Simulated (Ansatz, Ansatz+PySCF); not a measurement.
```
atom    x (Å)    y (Å)   z (Å)
   C   1.0182   0.0000  0.0000
   C   0.0000   1.0182  0.0000
   C  -1.0182   0.0000  0.0000
   C   0.0000  -1.0182  0.0000
   F   2.3582   0.0000  0.0000
   F   0.0000   2.3582  0.0000
   F  -2.3582   0.0000  0.0000
   F   0.0000  -2.3582  0.0000
```

Basis set: def2-SVP (spherical functions). Charge 0, multiplicity 1.

Computed with Ansatz (development build ahead of 0.2.0); each method stands on the lowest determinant of its kind that the runs found. Restricted functionals stand beside restricted open-shell atoms, which can lie above the unrestricted atoms usual in DFT and then raise those values.

The atomization energy at this shape (free ground-state atoms in the same class of orbitals less the molecule, no zero-point energy) of singlet C4F4:

```
             method  atomization energy
 ωB97X (restricted)            36.24 eV
PBE0 (unrestricted)            37.68 eV
  PBE0 (restricted)            36.83 eV
                RHF            22.10 eV
```

Task: What does UHF give?

Result: 24.08 eV. Caution for PBE0 (unrestricted), UHF: the unrestricted determinant is a mixture of spin states. Caution for PBE0 (restricted), RHF: an unrestricted determinant lies well below.

The shape needn't be a minimum at these levels.
